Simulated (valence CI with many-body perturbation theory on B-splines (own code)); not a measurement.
## Forbidden lines of Ho²⁸⁺

Calculated by valence CI with perturbative core correlation (CI+MBPT): three valence electrons over a frozen Dirac-Fock core [Kr], a basis of 7 s, 7 p, 8 d, 6 f, 4 g, 1 h functions for each j, with the one-electron correlation potential Σ1 (screened to all orders), the two-electron term Σ2, the three-electron term Σ3, Breit, model QED; selected single and double excitations, second order for the rest, scaled by the run's own slope (own B-spline code, finite nucleus).

No measured spectrum was set against this ion. As an estimate, large intervals hold to a few tenths of a per cent, small ones and those within an open d or f shell to about a per cent. The list stops below the first excitations out of the core.

Lines 1 to 50 of 66 in falling wavelength, among levels below 837430 cm⁻¹, chosen from the decays that carry over 1 % of a level's rate. Wavelengths and rates use the calculated energies. Weak lines are less certain than strong ones. Lines between different terms over intervals too small for the method are left out, as are lines whose strength nearly cancels. The highest levels of a list are the least certain. Branching is blank where the lifetime is uncertain.

Levels are named by their leading jj configuration (3d3/2^4 stands for four electrons in 3d with j = 3/2), which in mixed levels can hold well under half, so a name can repeat and another be missing. Letters in brackets count levels of one name in rising energy.

```tsv
λ vac (Å)	Upper	Lower	Type	A (s⁻¹)	Branch %
20730	(4d3/2^2 4d5/2) J=9/2	(4d3/2^2 4d5/2) J=7/2	M1	1.05e+00	100.0
8253	(4d3/2^2 4d5/2) J=1/2	(4d3/2^2 4d5/2) J=3/2	M1	4.21e+01	1.8
5385	(4d3/2^2 4d5/2) J=3/2	(4d3/2^2 4d5/2) J=5/2 [a]	M1	6.59e+01	1.0
4187	(4d3/2^2 4d5/2) J=7/2	(4d3/2^2 4d5/2) J=5/2 [a]	M1	2.68e+02	99.6
3819	(4d3/2 4d5/2^2) J=11/2	(4d3/2 4d5/2^2) J=9/2	M1	9.90e+01	2.4
3354	(4d3/2 4d5/2^2) J=5/2 [b]	(4d3/2 4d5/2^2) J=3/2 [a]	M1	1.81e+02	2.5
2518	(4d3/2 4d5/2^2) J=5/2 [a]	(4d3/2 4d5/2^2) J=7/2 [a]	M1	2.02e+02	2.2
2303	(4d5/2^3) J=3/2	(4d3/2 4d5/2^2) J=3/2 [b]	M1	3.36e+02	1.5
1939	(4d3/2 4d5/2^2) J=5/2 [a]	(4d3/2^2 4d5/2) J=5/2 [b]	M1	8.55e+02	9.2
1876	(4d3/2^2 4d5/2) J=5/2 [b]	(4d3/2^2 4d5/2) J=7/2	M1	1.36e+02	5.4
1706	(4d3/2^2 4d5/2) J=5/2 [b]	(4d3/2^2 4d5/2) J=3/2	M1	1.26e+03	50.6
1705	(4d3/2 4d5/2^2) J=7/2 [b]	(4d3/2 4d5/2^2) J=7/2 [a]	M1	4.18e+02	7.1
1667	(4d5/2^3) J=9/2	(4d3/2 4d5/2^2) J=11/2	M1	5.64e+02	
1597	(4d3/2^2 4d5/2) J=5/2 [a]	(4d3/2^3) J=3/2	M1	7.05e+03	100.0
1577	(4d3/2 4d5/2^2) J=5/2 [b]	(4d3/2^2 4d5/2) J=5/2 [b]	M1	2.59e+03	35.4
1535	(4d3/2 4d5/2^2) J=7/2 [a]	(4d3/2^2 4d5/2) J=7/2	M1	2.92e+03	18.4
1523	(4d5/2^3) J=5/2	(4d3/2 4d5/2^2) J=3/2 [b]	M1	8.19e+02	2.3
1505	(4d3/2 4d5/2^2) J=3/2 [b]	(4d3/2 4d5/2^2) J=1/2	M1	1.58e+03	8.9
1440	(4d3/2 4d5/2^2) J=9/2	(4d3/2^2 4d5/2) J=9/2	M1	5.36e+03	59.7
1418	(4d3/2 4d5/2^2) J=7/2 [b]	(4d3/2^2 4d5/2) J=5/2 [b]	M1	3.97e+02	6.8
1361	(4d3/2 4d5/2^2) J=3/2 [b]	(4d3/2 4d5/2^2) J=3/2 [a]	M1	2.67e+03	15.0
1346	(4d3/2 4d5/2^2) J=9/2	(4d3/2^2 4d5/2) J=7/2	M1	3.61e+03	40.2
1296	(4d3/2^2 4d5/2) J=5/2 [b]	(4d3/2^2 4d5/2) J=5/2 [a]	M1	2.64e+02	10.6
1248	(4d3/2 4d5/2^2) J=3/2 [a]	(4d3/2^2 4d5/2) J=1/2	M1	2.18e+03	9.7
1232	(4d3/2^2 4d5/2) J=3/2	(4d3/2^3) J=3/2	M1	6.25e+03	98.9
1160	(4d5/2^3) J=9/2	(4d3/2 4d5/2^2) J=9/2	M1	8.53e+03	
1148	(4d5/2^3) J=3/2	(4d3/2 4d5/2^2) J=5/2 [b]	M1	2.90e+02	1.3
1147	(4d3/2 4d5/2^2) J=1/2	(4d3/2^2 4d5/2) J=1/2	M1	1.25e+04	94.2
1123	(4d3/2 4d5/2^2) J=7/2 [a]	(4d3/2^2 4d5/2) J=5/2 [a]	M1	1.29e+04	81.5
1084	(4d3/2 4d5/2^2) J=3/2 [a]	(4d3/2^2 4d5/2) J=3/2	M1	1.28e+04	57.2
1072	(4d3/2^2 4d5/2) J=1/2	(4d3/2^3) J=3/2	M1	2.26e+03	97.8
1049	(4d5/2^3) J=9/2	(4d3/2 4d5/2^2) J=7/2 [a]	M1	1.16e+04	
1046	(4d3/2 4d5/2^2) J=11/2	(4d3/2^2 4d5/2) J=9/2	M1	4.02e+03	97.6
1010	(4d5/2^3) J=3/2	(4d3/2 4d5/2^2) J=5/2 [a]	M1	8.73e+03	40.0
1007	(4d3/2 4d5/2^2) J=1/2	(4d3/2^2 4d5/2) J=3/2	M1	5.71e+02	4.3
978.0	(4d5/2^3) J=5/2	(4d3/2 4d5/2^2) J=7/2 [b]	M1	3.50e+03	10.0
953.6	(4d3/2 4d5/2^2) J=5/2 [a]	(4d3/2^2 4d5/2) J=7/2	M1	9.50e+02	10.2
933.6	(4d3/2 4d5/2^2) J=3/2 [b]	(4d3/2^2 4d5/2) J=5/2 [b]	M1	7.63e+03	42.9
914.6	(4d5/2^3) J=5/2	(4d3/2 4d5/2^2) J=5/2 [b]	M1	6.96e+03	19.9
910.1	(4d5/2^3) J=3/2	(4d3/2 4d5/2^2) J=1/2	M1	3.86e+03	17.7
907.6	(4d3/2 4d5/2^2) J=5/2 [a]	(4d3/2^2 4d5/2) J=3/2	M1	5.93e+03	63.4
902.6	(4d3/2 4d5/2^2) J=3/2 [a]	(4d3/2^2 4d5/2) J=5/2 [a]	M1	6.65e+03	29.8
856.7	(4d3/2 4d5/2^2) J=5/2 [b]	(4d3/2^2 4d5/2) J=7/2	M1	3.85e+03	52.7
855.3	(4d5/2^3) J=3/2	(4d3/2 4d5/2^2) J=3/2 [a]	M1	6.74e+03	30.9
840.4	(4d3/2 4d5/2^2) J=7/2 [b]	(4d3/2^2 4d5/2) J=9/2	M1	2.35e+03	40.1
825.1	(4d5/2^3) J=5/2	(4d3/2 4d5/2^2) J=5/2 [a]	M1	6.08e+03	17.4
819.4	(4d3/2 4d5/2^2) J=5/2 [b]	(4d3/2^2 4d5/2) J=3/2	M1	7.89e+01	1.1
807.6	(4d3/2 4d5/2^2) J=7/2 [b]	(4d3/2^2 4d5/2) J=7/2	M1	2.00e+03	34.2
776.7	(4d3/2 4d5/2^2) J=5/2 [a]	(4d3/2^2 4d5/2) J=5/2 [a]	M1	9.72e+02	10.4
718.6	(4d5/2^3) J=5/2	(4d3/2 4d5/2^2) J=3/2 [a]	M1	9.85e+03	28.2
```
